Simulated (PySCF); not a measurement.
HFGeO (SMILES [OH][Ge][F]), singlet, geometry from GFN2-xTB, atoms displaced at random by about 0.08 Å a coordinate; PBE/STO-3G, gradient run with PySCF.

Input for PySCF:
```python
from pyscf import gto, scf, dft

mol = gto.Mole()
mol.atom = '''
    Ge    0.072343   -0.063942    0.280201
    F     0.154690    1.500709   -0.624121
    O    -0.764481   -1.022450   -0.737989
    H    -1.124387   -1.942638   -0.657623
'''
mol.basis = 'sto-3g'
mol.charge = 0
mol.spin = 0
mol.verbose = 4
mol.build()

mf = dft.RKS(mol)
mf.xc = 'pbe'
mf.kernel()
g = mf.nuc_grad_method()
g.grid_response = True
grad = g.kernel()
```

The log (banner, timings and long lists left out):

```
PySCF version 2.14.0

[INPUT] verbose = 4
[INPUT] num. atoms = 4
[INPUT] num. electrons = 50
[INPUT] charge = 0
[INPUT] spin (= nelec alpha-beta = 2S) = 0
[INPUT] symmetry False subgroup None
[INPUT] Mole.unit = angstrom
[INPUT] Symbol           X                Y                Z      unit          X                Y                Z       unit  Magmom
[INPUT]  1 Ge     0.072343000000  -0.063942000000   0.280201000000 AA    0.136708457029  -0.120832867857   0.529503149829 Bohr   0.0
[INPUT]  2 F      0.154690000000   1.500709000000  -0.624121000000 AA    0.292321734209   2.835929002670  -1.179417758590 Bohr   0.0
[INPUT]  3 O     -0.764481000000  -1.022450000000  -0.737989000000 AA   -1.444659717434  -1.932150476062  -1.394597092942 Bohr   0.0
[INPUT]  4 H     -1.124387000000  -1.942638000000  -0.657623000000 AA   -2.124783488021  -3.671053779173  -1.242727363215 Bohr   0.0

nuclear repulsion = 194.12158857604
number of shells = 15
number of NR pGTOs = 87
number of NR cGTOs = 29
basis = sto-3g
ecp = {}

******** <class 'pyscf.dft.rks.RKS'> ********
method = RKS
initial guess = minao
damping factor = 0
level_shift factor = 0
DIIS = <class 'pyscf.scf.diis.CDIIS'>
diis_start_cycle = 1
diis_space = 8
diis_damp = 0
SCF conv_tol = 1e-09
SCF conv_tol_grad = None
SCF max_cycles = 50
direct_scf = True
direct_scf_tol = 1e-13
XC library pyscf.dft.libxc version 7.1.2
    S. Lehtola, C. Steigemann, M. J. T. Oliveira, and M. A. L. Marques,  SoftwareX 7, 1–5 (2018)
XC functionals = pbe
    J. P. Perdew, K. Burke, and M. Ernzerhof,  Phys. Rev. Lett. 77, 3865 (1996)
    J. P. Perdew, K. Burke, and M. Ernzerhof,  Phys. Rev. Lett. 78, 1396 (1997)
    J. P. Perdew, K. Burke, and M. Ernzerhof,  Phys. Rev. Lett. 77, 3865 (1996)
    J. P. Perdew, K. Burke, and M. Ernzerhof,  Phys. Rev. Lett. 78, 1396 (1997)
radial grids:
    Treutler-Ahlrichs [JCP 102, 346 (1995); DOI:10.1063/1.469408] (M4) radial grids

becke partition: Becke, JCP 88, 2547 (1988); DOI:10.1063/1.454033
pruning grids: <function nwchem_prune>
grids dens level: 3
symmetrized grids: False
atomic radii adjust function: <function treutler_atomic_radii_adjust>
small_rho_cutoff = 0
Set gradient conv threshold to 3.16228e-05
Initial guess from minao.
tot grids = 58792
init E= -2223.6275150185
  HOMO = -0.492910996110736  LUMO = -0.331181156547655  gap/eV = 4.40089
cycle= 1 E= -2225.50737717627  delta_E= -1.88  |g|= 0.571  |ddm|= 2.49
  HOMO = 0.101875117126702  LUMO = 0.143257892965876  gap/eV = 1.12608
cycle= 2 E= -2225.27751870595  delta_E= 0.23  |g|= 0.969  |ddm|= 2.46
  HOMO = 0.0439235539180345  LUMO = 0.0783732566315376  gap/eV = 0.93742
cycle= 3 E= -2225.61901810254  delta_E= -0.341  |g|= 0.263  |ddm|= 1.65
  HOMO = -0.0345676519563764  LUMO = 0.0575784954377818  gap/eV = 2.50742
cycle= 4 E= -2225.64298209446  delta_E= -0.024  |g|= 0.0885  |ddm|= 0.689
  HOMO = -0.0178395812066915  LUMO = 0.0597207337549419  gap/eV = 2.11052
cycle= 5 E= -2225.64427589418  delta_E= -0.00129  |g|= 0.0814  |ddm|= 0.262
  HOMO = -0.00841921135718132  LUMO = 0.0602982913896795  gap/eV = 1.86990
cycle= 6 E= -2225.64680670897  delta_E= -0.00253  |g|= 0.0116  |ddm|= 0.142
  HOMO = -0.00786740954405679  LUMO = 0.0607655461951503  gap/eV = 1.86760
cycle= 7 E= -2225.64687401542  delta_E= -6.73e-05  |g|= 0.00162  |ddm|= 0.0244
  HOMO = -0.00843903266298557  LUMO = 0.0606234517007407  gap/eV = 1.87929
cycle= 8 E= -2225.6468754207  delta_E= -1.41e-06  |g|= 7.16e-05  |ddm|= 0.00428
  HOMO = -0.00843567034079373  LUMO = 0.0606347460373863  gap/eV = 1.87950
cycle= 9 E= -2225.64687542445  delta_E= -3.74e-09  |g|= 1.63e-05  |ddm|= 0.000322
  HOMO = -0.00843265030601897  LUMO = 0.0606352619243477  gap/eV = 1.87943
cycle= 10 E= -2225.64687542465  delta_E= -2.02e-10  |g|= 5.74e-06  |ddm|= 9.99e-05
  HOMO = -0.00843484354910889  LUMO = 0.0606348767716043  gap/eV = 1.87948
Extra cycle  E= -2225.64687542465  delta_E= -3.18e-12  |g|= 6.36e-06  |ddm|= 5.79e-05
converged SCF energy = -2225.64687542465

******** <class 'pyscf.grad.rks.Gradients'> for <class 'pyscf.dft.rks.RKS'> ********
unit = Eh/Bohr
grid_response = True
--------------- RKS gradients ---------------
         x                y                z
0 Ge     0.0028069778    -0.0054151687     0.0073155292
1 F     0.0114940117     0.0461995352    -0.0072219756
2 O    -0.0156054906    -0.0614604853     0.0134994831
3 H     0.0013045011     0.0206761187    -0.0135930367
----------------------------------------------
```
